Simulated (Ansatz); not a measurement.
A nudged elastic band was laid between two geometries of ClH + FH6N3Zr (13 atoms, charge 0, multiplicity 1).

These are results of RKS PBE0-D4/def2-SVP in Ansatz, not measurements.

* movable images: 9
* climbing image: yes
* spring: 5.0 eV/Å²
* optimiser: quadratic models (default)
* start path: through a guess of the saddle point
* force threshold: 0.05 eV/Å
* iteration limit: 60
* end points: relaxed

Image 0:

```xyz
13
Properties=species:S:1:pos:R:3
Zr 0.024 0.049 -0.074
F -0.010 0.066 1.903
N 1.940 -0.033 -0.730
H 2.659 -0.650 -0.354
H 2.372 0.570 -1.426
N -0.781 1.732 -0.868
H -1.523 1.786 -1.561
H -0.607 2.674 -0.518
N -0.944 -1.549 -0.847
H -1.870 -1.806 -0.505
H -0.627 -2.254 -1.507
Cl -2.930 -0.401 1.906
H -1.683 -0.185 2.251
```

Image 10:

```xyz
13
Properties=species:S:1:pos:R:3
Zr -0.487 -0.141 -0.079
F 0.126 1.157 1.964
N 1.531 -0.300 -0.055
H 2.119 -0.876 -0.652
H 2.115 0.176 0.631
N -1.052 1.555 -1.018
H -2.026 1.839 -1.119
H -0.462 2.303 -1.376
N -1.015 -1.574 -1.400
H -0.975 -2.577 -1.219
H -1.426 -1.433 -2.319
Cl -1.858 -0.788 1.914
H -0.570 0.660 2.397
```

(1) Which bonds break or form, and what moves?

(2) What energy profile does the band end with?

(3) What is the geometry of the highest image?

## Answers

(1) Bonds broken: Cl12–H13. Bonds formed: Zr1–Cl12, F2–H13. ClH + FH6N3Zr becomes ClFH7N3Zr.

(2) The forces met the threshold. The highest image is number 4 of 0 to 10, 0.126 eV above the first end and 0.260 eV above the last; the last end lies 0.134 eV below the first. The profile has 2 maxima (images 1, 4) with wells between them (image 3): this band takes more than one step, which may be the mechanism or a detour left from its start path. A vibrational analysis at the climbing image gives one clearly imaginary mode, 237i cm⁻¹: a first-order saddle point. The orbitals stay closed-shell, which can raise the energy where a bond breaks towards radicals; this wasn't checked here.

```tsv
image	path coordinate (Å)	energy (eV)	Cl12–H13 (Å)	Zr1–Cl12 (Å)	F2–H13 (Å)
0	0.00	0.000	1.31	3.58	1.73
1	1.30	0.105	1.31	3.63	1.70
2	2.59	0.102	1.31	3.66	1.75
3	3.89	0.005	1.31	3.69	1.76
4	5.17	0.126	1.49	2.82	1.22
5	5.65	0.048	1.75	2.64	1.02
6	6.12	-0.001	1.84	2.58	0.99
7	6.59	-0.041	1.88	2.56	0.98
8	7.05	-0.083	1.92	2.54	0.97
9	7.52	-0.120	1.96	2.52	0.96
10	7.99	-0.134	2.00	2.50	0.96
```

(3) 
```xyz
13
Properties=species:S:1:pos:R:3
Zr -0.272 -0.032 0.007
F -0.012 -0.013 2.119
N 1.711 -0.011 -0.392
H 2.204 -0.634 -1.026
H 2.395 0.598 0.056
N -0.924 1.589 -1.005
H -1.846 1.994 -0.855
H -0.398 2.174 -1.648
N -0.868 -1.691 -0.976
H -0.727 -2.645 -0.646
H -1.455 -1.726 -1.806
Cl -2.571 0.262 1.622
H -1.218 0.135 2.221
```

Time of the run: 6.6 min on 4 threads of Intel(R) Xeon(R) 6975P-C (Granite Rapids), on a shared host, peak memory 0.48 GiB.
